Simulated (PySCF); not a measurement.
An element was calculated at PBE0 (PySCF 2.14, non-relativistic, a triple-zeta basis, no spin-orbit coupling), in the ground configurations that NIST lists.

- electron affinity: 0.452 eV
- first ionisation energy: 7.537 eV
- second ionisation energy: 16.297 eV
- third ionisation energy: 31.206 eV
- polarisability of the atom: 67.1 bohr³

Q: Which element is it?

A: Iron (Fe, Z = 26), in aug-cc-pwCVTZ. NIST lists 7.902, 16.199, 30.651 ± 0.012 eV for these ionisation energies.
